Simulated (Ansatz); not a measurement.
Stretching the Si3–C2 bond in C2H8O3Si (SMILES CC[Si](O)(O)O) (multiplicity 1 held, fragments rigid). Energies count from the point at 1.860 Å.
Geometry at that point (charge 0, multiplicity 1):
```xyz
14

C     -2.378     0.231     0.344
C     -1.108    -0.430     0.898
Si     0.431    -0.036    -0.070
O      0.731     1.577    -0.176
O      1.645    -0.845     0.701
O      0.321    -0.454    -1.656
H     -2.288     1.319     0.338
H     -2.570    -0.081    -0.684
H     -3.255    -0.028     0.940
H     -0.946    -0.131     1.938
H     -1.227    -1.518     0.925
H      0.859     2.056     0.645
H      2.532    -0.753     0.343
H      0.205    -1.385    -1.859
```

R- and RO- levels are restricted; in cc, def2 and unpolarised 6-31G sets they are followed outwards from rest. U- levels take the lowest unrestricted solution at each point, which mixes spins at long bonds. Active spaces are followed from a long bond inwards. Levels need not reach the same state.

Cores are frozen in the correlated methods.

Programs: Ansatz (Gaussian orbitals). Values without a source in brackets are computed.

Energies in kcal/mol.

```tsv
R (Å)	R-MP2/cc-pV(D+d)Z	U-CCSD/cc-pV(D+d)Z	FIC-NEVPT4(SD) on CASSCF(2,2)/cc-pV(D+d)Z	FIC-MRCISD+Q on CASSCF(2,2)/cc-pV(D+d)Z
1.488	59.4	60.3	59.8	(withheld)
1.674	10.9	11.2	11.3	11.2
1.860	0.0	0.0	0.0	0.0
2.046	6.0	5.8	5.5	5.7
2.232	19.0	18.5	17.9	18.3
2.511	42.0	41.0	39.6	40.1
2.790	63.8	63.0	59.4	60.1
3.255	92.7	89.1	82.9	83.5
3.720	111.5	98.2	95.0	(withheld)
4.278	122.1	100.8	100.4	100.6
5.022	119.1	101.6	102.2	(withheld)
```

**Question.** Some entries are withheld; supply them.

**Answer.** 
- 3.720, FIC-MRCISD+Q on CASSCF(2,2)/cc-pV(D+d)Z: 95.4
- 1.488, FIC-MRCISD+Q on CASSCF(2,2)/cc-pV(D+d)Z: 59.5
- 5.022, FIC-MRCISD+Q on CASSCF(2,2)/cc-pV(D+d)Z: 102.3

Doubts at one or more of the structures used: a restricted determinant that unrestricted orbitals would lower (R-MP2/cc-pV(D+d)Z); a spin-contaminated determinant (U-CCSD/cc-pV(D+d)Z); the program's own flag: other amplitudes (U-CCSD/cc-pV(D+d)Z).

Ansatz is an electronic-structure program.
